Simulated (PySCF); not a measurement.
Job file and geometry (Å, from GFN2-xTB) of an NMR shielding run on `[SiH3]N(NC)C1CCC1`, C₅H₁₄N₂Si, GIAO PBE0/pcSseg-1 NMR shielding, non-relativistic, gas phase (PySCF); density fitting, a coarse starting grid and PySCF grid level 2 are the driver's defaults:

```
$ OMP_NUM_THREADS=1 python probes_run.py task.json out

{"job": {"kind": "nmr", "xc": "PBE0", "basis": "pcSseg-1"}, "charge": 0, "multiplicity": 1}
C     -2.216194    -1.201400     0.728773
N     -2.017125    -0.332829    -0.418195
N     -0.790306     0.362692    -0.416883
Si    -0.965431     1.940885     0.260247
C      0.409253    -0.422176    -0.519427
C      1.577901     0.214619    -1.296517
C      2.520188    -0.095619    -0.123818
C      1.323039    -0.553201     0.721340
H     -2.173130    -0.589328     1.628169
H     -1.470452    -2.003455     0.817740
H     -3.206660    -1.646799     0.650980
H     -2.089614    -0.872141    -1.281735
H     -1.304680     1.946380     1.695173
H      0.310681     2.640321     0.114066
H     -2.046549     2.555993    -0.501022
H      0.137084    -1.399665    -0.934853
H      1.427076     1.275903    -1.470183
H      1.823572    -0.267404    -2.241069
H      3.066177     0.758545     0.270532
H      3.227152    -0.894766    -0.338648
H      1.397915    -1.550809     1.152556
H      1.049695     0.153639     1.501924
```

**Question.** What does the program print?

**Answer.** 
```
coarse grid: 17864 points
cycle   1  E = -597.2559696355  dE =  8.808e-01  |g| = 4.145e-01  |ddm| = 4.182e+00
cycle   2  E = -597.2526613792  dE =  3.308e-03  |g| = 4.398e-01  |ddm| = 8.586e-01
cycle   3  E = -597.3004725748  dE = -4.781e-02  |g| = 6.091e-02  |ddm| = 4.693e-01
cycle   4  E = -597.3011379228  dE = -6.653e-04  |g| = 2.459e-02  |ddm| = 8.091e-02
cycle   5  E = -597.3012566369  dE = -1.187e-04  |g| = 9.001e-03  |ddm| = 3.035e-02
cycle   6  E = -597.3012729468  dE = -1.631e-05  |g| = 1.729e-03  |ddm| = 8.305e-03
cycle   7  E = -597.3012735974  dE = -6.506e-07  |g| = 3.915e-04  |ddm| = 1.637e-03
final grid: 165160 points
cycle   8  E = -597.3468750220  dE = -5.460e-05  |g| = 9.503e-03  |ddm| = 4.246e-02
cycle   9  E = -597.3468644824  dE =  1.054e-05  |g| = 1.156e-02  |ddm| = 2.033e-02
cycle  10  E = -597.3468977137  dE = -3.323e-05  |g| = 8.034e-04  |ddm| = 1.159e-02
cycle  11  E = -597.3468978331  dE = -1.194e-07  |g| = 3.374e-04  |ddm| = 1.060e-03
cycle  12  E = -597.3468978567  dE = -2.362e-08  |g| = 7.182e-05  |ddm| = 3.294e-04
cycle  13  E = -597.3468978576  dE = -9.040e-10  |g| = 2.790e-05  |ddm| = 8.079e-05
converged SCF energy = -597.3468978576

GIAO shielding tensors (ppm)
atom      isotropic    diamagn.    paramagn.     s11        s22        s33       span
  0 C      148.109     246.800     -98.691    125.081    137.134    182.111     57.030
  1 N      162.673     315.164    -152.490    106.448    132.704    248.868    142.420
  2 N      174.365     325.868    -151.503    127.470    147.233    248.390    120.920
  3 Si     422.483     881.353    -458.870    367.379    422.573    477.497    110.118
  4 C      126.724     244.129    -117.404    107.825    116.381    155.967     48.142
  5 C      155.322     250.721     -95.399    131.690    151.476    182.799     51.109
  6 C      173.238     253.055     -79.817    164.080    171.000    184.633     20.553
  7 C      151.223     250.498     -99.274    131.641    142.750    179.279     47.638
  8 H       29.095      30.476      -1.381     25.433     28.105     33.747      8.314
  9 H       29.017      31.248      -2.231     24.574     28.563     33.913      9.339
 10 H       29.277      28.232       1.045     24.903     26.626     36.304     11.401
 11 H       29.481      33.171      -3.689     20.604     29.707     38.134     17.530
 12 H       26.896      30.383      -3.487     23.165     25.250     32.273      9.107
 13 H       26.844      31.377      -4.532     22.990     26.620     30.923      7.933
 14 H       27.189      29.905      -2.715     23.259     25.380     32.930      9.671
 15 H       28.516      33.592      -5.076     25.050     29.463     31.036      5.986
 16 H       29.538      32.359      -2.822     26.833     28.960     32.820      5.987
 17 H       29.129      30.928      -1.800     25.794     26.747     34.846      9.052
 18 H       29.879      30.060      -0.181     25.967     27.262     36.407     10.440
 19 H       29.991      30.048      -0.058     26.837     26.974     36.160      9.323
 20 H       29.245      31.717      -2.473     25.871     27.847     34.015      8.144
 21 H       29.779      32.903      -3.124     27.003     29.736     32.598      5.595
```

Size and cost of the density-fitted run: 213 basis functions, about 2.3 core-minutes.
